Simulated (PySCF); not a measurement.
## I²⁺ (iodine, charge +2) across methods

[Kr] 4d10 5s2 5p3, high-spin 4S determinant. Calculation: PySCF 2.14, in aug-cc-pVTZ-PP with one added diffuse shell each of d, f type with ECP28MDF (6s5p5d3f, 67 functions); a scalar-relativistic core potential.

```csv
method,E (hartree),mean ε 5s α (eV),mean ε 5s β (eV),mean ε 5p α (eV),Σ⟨r²⟩ (bohr²),⟨S²⟩
TPSS,-294.4976,-37.246,-34.336,-25.598,39.87,3.751
B97-3,-294.6756,-39.360,-35.579,-26.812,39.83,3.751
LDA,-294.1705,-37.211,-35.097,-25.533,39.86,3.750
BP86,-294.7319,-37.116,-34.782,-25.524,39.79,3.751
r2SCAN,-294.7286,-37.975,-34.464,-25.991,39.76,3.751
PW91,-294.7006,-37.109,-34.647,-25.520,39.85,3.751
UHF,-293.66205,-45.283,-37.242,-30.306,40.24,3.751
PBE0,-294.6219,-39.352,-35.584,-26.888,39.85,3.751
```

Question: Estimate the same row for PBE.

Answer: E (hartree) = -294.5965; mean ε 5s α (eV) = -37.032; mean ε 5s β (eV) = -34.545; mean ε 5p α (eV) = -25.464; Σ⟨r²⟩ (bohr²) = 39.86; ⟨S²⟩ = 3.751.

Energies and moments cover only the electrons outside the core potential.
